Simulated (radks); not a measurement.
Spin polarisation of the 3d8 shell in Ni. Start: [Ar] 3d(up 4, down 4) 4s2; electrons of 3d are moved from spin down to spin up, other shells keep equal spins. Calculated with a radial shooting solver on a logarithmic mesh with Libxc functionals: scalar-relativistic Kohn-Sham, PBE, spin-polarised, spherical densities, finite nucleus; Fermi nuclear charge, rms radius of each element as measured or else 0.836 A^(1/3) + 0.57 fm.

moment (Bohr magnetons)  E - E(0) (eV)  e(3d up) (eV)  e(3d down) (eV)  4s down minus up (eV)  3p down minus up (eV)  3s down minus up (eV)
0                                0.000         -8.874           -8.874                  0.000                  0.000                  0.000
0.5                             -0.062         -9.115           -8.621                  0.086                  0.553                  0.565
1                               -0.247         -9.345           -8.357                  0.173                  1.107                  1.131
1.5                             -0.556         -9.562           -8.080                  0.260                  1.661                  1.697
2                               -0.988         -9.767           -7.792                  0.348                  2.214                  2.262

At moment 2 the spin-polarisation energy is -0.988 eV and the 3d exchange splitting 1.975 eV, that is 0.988 eV per Bohr magneton; E = -I m^2/4 would give I = 0.988 eV.
